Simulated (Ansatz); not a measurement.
`C#CBBC` + H₂O → `C#CBO` + `BC` at 600 K and 1 bar (formal hydrolysis of a B–B bond).

Calculated with Ansatz (gas phase, PBE0-D4/def2-TZVP geometries, no zero-point term in ΔE). CCSD(T)/CBS is the MP2 limit (def2-TZVPP, def2-QZVPP) plus CCSD(T) − MP2 in def2-TZVPP, frozen cores. This one scheme is used for every species. Each species was taken in one conformer, which may not be the lowest.

```tsv
species	CCSD(T)/CBS energy (Eh)	H − E (kJ/mol)	S (J/(mol·K))
`C#CBBC`	-167.26726	270.8	436.2
H₂O	-76.37941	76.8	212.8
`C#CBO`	-177.86821	164.7	342.5
`BC`	-65.83255	180.5	296.9
```

H − E and S are ideal-gas, rigid-rotor, harmonic terms from PBE0-D4/def2-TZVP, for one conformer and one mirror image of each species. 1 Eh = 2625.50 kJ/mol, R = 8.31446 J/(mol·K).

Q: By hand: ΔE, ΔH, ΔS and ΔG.

A: ΔE = (-177.86821) + (-65.83255) − (-167.26726) − (-76.37941) = -0.05409 Eh = -142.0 kJ/mol. Δ(H − E) = 164.7 + 180.5 − 270.8 − 76.8 = -2.4, so ΔH = -144.4 kJ/mol. ΔS = 342.5 + 296.9 − 436.2 − 212.8 = -9.6 J/(mol·K). ΔG = -144.4 − 600 × (-9.6)/1000 = -138.6 kJ/mol.

Q: By hand: the equilibrium constant, and the temperature at which ΔG would vanish if ΔH and ΔS stayed fixed.

A: log₁₀ K = −ΔG/(RT ln 10) = 12.1. ΔG = 0 at ΔH/ΔS = 15042 K, far beyond where these terms or the molecules hold.

The number of gas molecules stays the same, so ΔS is small and ΔH decides. A doubt of 5 kJ/mol in ΔE shifts log₁₀ K by 0.4 here. Other conformers and mirror images would add mixing entropy, several J/(mol·K) or more a flexible species. These are equilibria of isolated gas molecules and say nothing of rates. Largest T1 diagnostic: 0.015 (customary marks: 0.02 for closed shells, 0.045 for open ones).
